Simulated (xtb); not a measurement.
Input file for xtb: GFN1-xTB on H2SSn (SMILES [SH][SnH]), a point of a torsion scan.

```
$ xtb mol.xyz --gfn 1 --sp --chrg 0 --uhf 0
4

S     -1.25620652     0.54395942     0.45310060
Sn     1.06602490     0.59606173    -0.31833239
H     -1.61999836    -0.47049450    -0.32490894
H      1.04130916     2.34024278    -0.96086800
```

The log:

```
[...]
           -------------------------------------------------
          |                Calculation Setup                |
           -------------------------------------------------



           -------------------------------------------------
          |                 G F N 1 - x T B                 |
           -------------------------------------------------

        Reference                      10.1021/acs.jctc.7b00118
      * Hamiltonian:
        H0-scaling (s, p, d)           1.850000    2.250000    2.000000
        zeta-weighting                 0.000000
      * Dispersion:
        s8                             2.400000
        a1                             0.630000
        a2                             5.000000
        s9                             0.000000
      * Repulsion:
        kExp                           1.500000
        rExp                           1.000000
      * Coulomb:
        alpha                          2.000000
        third order                    atomic
        anisotropic                    false
      * Halogen bond correction:
        rad-scale                      1.300000
        damping                        0.440000


          ...................................................
          :                      SETUP                      :
          :.................................................:
          :  # basis functions                  24          :
          :  # atomic orbitals                  22          :
          :  # shells                           10          :
          :  # electrons                        12          :
          :  # halogen bonds                     0          :
          :  max. iterations                   250          :
          :  Hamiltonian                  GFN1-xTB          :
          :  restarted?                      false          :
          :  GBSA solvation                  false          :
          :  PC potential                    false          :
          :  electronic temp.          300.0000000     K    :
          :  accuracy                    1.0000000          :
          :  -> integral cutoff          0.2500000E+02      :
          :  -> integral neglect         0.1000000E-07      :
          :  -> SCF convergence          0.1000000E-05 Eh   :
          :  -> wf. convergence          0.2000000E-04 e    :
          :  Broyden damping             0.4000000          :
          :  net charge                          0          :
          :  unpaired electrons                  0          :
          ...................................................

 iter      E             dE          RMSdq      gap      omega  full diag
   1     -7.2544531 -0.725445E+01  0.229E+00    1.78       0.0  T
   2     -7.2825428 -0.280897E-01  0.279E+00    3.11       1.0  T
   3     -7.2870033 -0.446050E-02  0.192E+00    2.87       1.0  T
   4     -7.2885693 -0.156603E-02  0.178E-01    2.61       1.0  T
   5     -7.2885759 -0.665080E-05  0.779E-02    2.65       1.0  T
   6     -7.2885885 -0.125131E-04  0.811E-03    2.63       6.2  T
   7     -7.2885886 -0.109743E-06  0.405E-03    2.63      12.3  T
   8     -7.2885886 -0.465004E-07  0.393E-04    2.63     127.1  T
   9     -7.2885886 -0.330798E-09  0.113E-05    2.63    4432.0  T
  10     -7.2885886 -0.341949E-12  0.145E-06    2.63   34433.7  T

   *** convergence criteria satisfied after 10 iterations ***

         #    Occupation            Energy/Eh            Energy/eV
      -------------------------------------------------------------
         1        2.0000           -0.9300941             -25.3091
         2        2.0000           -0.8182717             -22.2663
         3        2.0000           -0.5025137             -13.6741
         4        2.0000           -0.4418706             -12.0239
         5        2.0000           -0.4088983             -11.1267
         6        2.0000           -0.3854682             -10.4891 (HOMO)
         7                         -0.2889125              -7.8617 (LUMO)
         8                         -0.2037050              -5.5431
         9                         -0.1641369              -4.4664
        10                         -0.1223029              -3.3280
        11                         -0.0896556              -2.4397
       ...                                ...                  ...
        22                          0.7233684              19.6839
      -------------------------------------------------------------
                  HL-Gap            0.0965556 Eh            2.6274 eV
             Fermi-level           -0.3371903 Eh           -9.1754 eV

 SCC (total)                   0 d,  0 h,  0 min,  0.004 sec
 SCC setup                      ...        0 min,  0.000 sec (  1.929%)
 Dispersion                     ...        0 min,  0.000 sec (  0.825%)
 classical contributions        ...        0 min,  0.000 sec (  0.310%)
 integral evaluation            ...        0 min,  0.001 sec ( 26.948%)
 iterations                     ...        0 min,  0.001 sec ( 33.571%)
 molecular gradient             ...        0 min,  0.001 sec ( 33.686%)
 printout                       ...        0 min,  0.000 sec (  2.543%)

         :::::::::::::::::::::::::::::::::::::::::::::::::::::
         ::                     SUMMARY                     ::
         :::::::::::::::::::::::::::::::::::::::::::::::::::::
         :: total energy              -7.275326967624 Eh    ::
         :: gradient norm              0.017716346199 Eh/a0 ::
         :: HOMO-LUMO gap              2.627412628643 eV    ::
         ::.................................................::
         :: SCC energy                -7.288588610490 Eh    ::
         :: -> electrostatic           0.011841376813 Eh    ::
         :: repulsion energy           0.014320546722 Eh    ::
         :: dispersion energy         -0.001058903856 Eh    ::
         :: halogen bond corr.         0.000000000000 Eh    ::
         :: add. restraining           0.000000000000 Eh    ::
         :: total charge              -0.000000000000 e     ::
         :::::::::::::::::::::::::::::::::::::::::::::::::::::

           -------------------------------------------------
          |                Property Printout                |
           -------------------------------------------------

    * Orbital Energies and Occupations

         #    Occupation            Energy/Eh            Energy/eV
      -------------------------------------------------------------
         1        2.0000           -0.9300941             -25.3091
         2        2.0000           -0.8182717             -22.2663
         3        2.0000           -0.5025137             -13.6741
         4        2.0000           -0.4418706             -12.0239
         5        2.0000           -0.4088983             -11.1267
         6        2.0000           -0.3854682             -10.4891 (HOMO)
         7                         -0.2889125              -7.8617 (LUMO)
         8                         -0.2037050              -5.5431
         9                         -0.1641369              -4.4664
        10                         -0.1223029              -3.3280
        11                         -0.0896556              -2.4397
        12                         -0.0858696              -2.3366
        13                         -0.0528999              -1.4395
        14                         -0.0347504              -0.9456
        15                         -0.0190426              -0.5182
        16                          0.0060144               0.1637
        17                          0.0125465               0.3414
       ...                                ...                  ...
        22                          0.7233684              19.6839
Note: The following floating-point exceptions are signalling: IEEE_DENORMAL
normal termination of xtb
      -------------------------------------------------------------
                  HL-Gap            0.0965556 Eh            2.6274 eV
             Fermi-level           -0.3371903 Eh           -9.1754 eV

  Mulliken/CM5 charges         n(s)   n(p)   n(d)
     1S    -0.26538 -0.34988   1.925  4.350 -0.009
     2Sn    0.27802  0.26057   1.989  1.558  0.175
     3H     0.11952  0.18902   0.880  0.000  0.000
     4H    -0.13215 -0.09972   1.132  0.000  0.000

Wiberg/Mayer (AO) data.
largest (>0.10) Wiberg bond orders for each atom

 ---------------------------------------------------------------------------
     #   Z sym  total        # sym  WBO       # sym  WBO       # sym  WBO
 ---------------------------------------------------------------------------
     1  16 S    2.210 --     2 Sn   1.233     3 H    0.957
     2  50 Sn   2.228 --     1 S    1.233     4 H    0.963
     3   1 H    0.993 --     1 S    0.957
     4   1 H    0.985 --     2 Sn   0.963
 ---------------------------------------------------------------------------

Topologies differ in total number of bonds
Writing topology from bond orders to xtbtopo.mol

 dipole moment from electron density (au)
     X       Y       Z
   1.0565  -1.1555  -0.2800  total (Debye):    4.043


           -------------------------------------------------
          | TOTAL ENERGY               -7.275326967624 Eh   |
          | GRADIENT NORM               0.017716346199 Eh/α |
          | HOMO-LUMO GAP               2.627412628643 eV   |
           -------------------------------------------------

------------------------------------------------------------------------
------------------------------------------------------------------------
 total:
 SCF:
```

The run finished.

Cost: very roughly 0.020 core-seconds.
